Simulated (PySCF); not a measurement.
SMILES O[S](=O)=O (HO3S), doublet (PBE0/def2-SVP optimised geometry):

```
5

O      1.016     1.179     0.630
S     -0.045     0.385     0.000
O     -1.419     0.360     0.490
O      0.447    -1.179     0.000
H      1.419    -1.179     0.000
```

Level of theory: unrestricted PBE0/def2-TZVP in PySCF.

**Question.** What are the frontier orbital energies (α orbitals alone; a β orbital can be the lowest empty one) and the dipole moment?

**Answer.** HOMO-2 -10.76 eV, HOMO-1 -10.11 eV, HOMO -8.43 eV, LUMO 0.22 eV, LUMO+1 0.98 eV; dipole moment 2.76 D.

Meta-Löwdin charges at PBE0/def2-TZVP: O1 -0.71, S2 1.65, O3 -0.68, O4 -0.64, H5 0.37.
